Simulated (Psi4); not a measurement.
Interaction energy of H4Si ··· Cl2 (SMILES [SiH4] and ClCl). Monomers: optimised at B3LYP-D3(BJ) (def2-TZVP), held rigid. Orientation: lowest of the rigid-body minima from ten starts at GFN2-xTB. The monomers approach along the line of their centres of mass (distance R); nothing else relaxes. The table gives interaction energies.

| R / Å | A | B | C |
|---|---|---|---|
| 3.64 | 43.89 | 23.31 | 62.58 |
| 3.82 | 24.10 | 10.09 | 37.49 |
| 4.00 | 12.50 | 2.76 | 22.29 |
| 4.20 | 5.41 | -1.46 | 12.47 |
| 4.44 | 1.38 | -3.59 | 6.27 |
| 4.61 | 0.10 | -4.05 | 3.90 |
| 4.87 | -0.64 | -3.93 | 1.97 |
| 5.20 | -0.73 | -3.20 | 0.91 |
| 5.70 | -0.48 | -1.97 | 0.35 |
| 6.41 | -0.22 | -0.86 | 0.14 |
| 7.37 | -0.09 | -0.28 | 0.05 |
| 8.71 | -0.03 | -0.08 | 0.02 |

Energies in kJ/mol.

Problem. Which curve belongs to which method? The methods are HF/aug-cc-pVTZ, counterpoise-corrected (Psi4 1.11); SAPT0/jun-cc-pVDZ, frozen core in Psi4; revPBE-D3(BJ)/def2-TZVP, counterpoise-corrected (Psi4).

Solution. A is SAPT0/jun-cc-pVDZ; B is revPBE-D3(BJ)/def2-TZVP; C is HF/aug-cc-pVTZ.
